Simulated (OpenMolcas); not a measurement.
# Cu2+: effect of the basis set

```yaml
Program: OpenMolcas
Method: "MS-CASPT2, IPEA 0.25 Eh, imaginary shift 0.1 Eh (closed shells correlated: 3s 3p)"
Active_space: 9 electrons in 6 orbitals (3d 4s)
State_averaging: 2S+1 = 2 even, 29 roots; 2S+1 = 4 even, 10 roots kept (CI in the orbitals of an earlier block)
Spin-orbit_coupling: RASSI with atomic mean-field integrals over the reference wave functions, term energies averaged over their components
```

A. ANO-RCC-VDZP [5s4p2d1f], DKH2, point nucleus; CASPT2 step roughly 9 core-seconds
B. ANO-RCC-VTZP [6s5p3d2f1g], DKH2, point nucleus; CASPT2 step of the order of 10 core-seconds
C. ANO-L-VTZP [6s5p3d2f1g], non-relativistic, point nucleus; CASPT2 step roughly 24 core-seconds
D. ANO-R2 [6s4p4d2f1g], X2C, finite nucleus; CASPT2 step about 9 core-seconds
E. ANO-RCC-VQZP [7s6p4d3f2g1h], DKH2, point nucleus; CASPT2 step of the order of 23 core-seconds
F. ANO-R3 [7s5p5d3f2g1h], X2C, finite nucleus; CASPT2 step of the order of 25 core-seconds

Energies in cm-1 above 3d9 2D 5/2, the measured ground level; measured values from Sugar and Musgrove, J. Phys. Chem. Ref. Data 19, 527 (1990).

| Level | A | B | C | D | E | F | Measured |
| --- | --- | --- | --- | --- | --- | --- | --- |
| 3d9 2D 5/2 | 0.0 | 0.0 | 0.0 | 0.0 | 0.0 | 0.0 | 0.0 |
| 3d9 2D 3/2 | 2290 | 2190 | 2220 | 2200 | 2210 | 2200 | 2072 |
| 3d8 4s 4F 9/2 | 69000 | 63210 | 64670 | 59040 | 62250 | 59110 | 60805 |
| 3d8 4s 4F 7/2 | 70230 | 64390 | 65860 | 60250 | 63450 | 60320 | 62065 |
| 3d8 4s 4F 5/2 | 71340 | 65440 | 66940 | 61300 | 64500 | 61370 | 63149 |
| 3d8 4s 4F 3/2 | 72100 | 66170 | 67680 | 62020 | 65230 | 62100 | 63887 |
| 3d8 4s 2F 7/2 | 74300 | 68430 | 69810 | 64790 | 67880 | 64750 | 67017 |
| 3d8 4s 2F 5/2 | 76250 | 70310 | 71720 | 66690 | 69780 | 66640 |  |

Deviations, from unrounded energies. A percentage is the sum of absolute deviations over the sum of measured energies, with the sign that they share, or ± where signs differ.

```tsv
Against measurement	Levels	A	B	C	D	E	F
mean absolute deviation (cm-1)	6	6700	1800	3000	1600	1100	1600
fine structure of the ground term (%)	1	+10.7	+5.5	+7.2	+6.4	+6.5	+6.4
other configurations (%)	5	+12.6	+3.4	+5.7	-3.0	+2.0	-2.9
```

E lies closest to measurement on these levels and A furthest from it. The largest miss of E in the table is 3d8 4s 4F 9/2, by +1400 cm-1. The ranking rests on the paired levels alone, and a cruder setting can come out closer through cancelling errors.

Among A to F the level of the table that moves most is 3d8 4s 4F 3/2, by 10000 cm-1 (lowest in D, highest in A). Moves below CASPT2's spread within the term are not significant.

CASPT2 does not keep the components of a term degenerate, so their means are used; among the terms shown or strongly mixed into the levels shown the widest spread is 1200 cm-1 (3d8 4s 4F, B). Terms from blocks run as CI alone lack orbitals of their own. A single d shell beside an s shell can misplace configurations of different d count against each other. Measured partners are found by configuration, term and J. A level has none where our copy of the source lacks it or the pairing is in doubt (some pairs that miss far off the trend of their configuration count as doubtful), and it then counts in no deviation. Levels of configurations outside the active space are missing. Levels that lie high or do not pair safely by name in every column are left out.
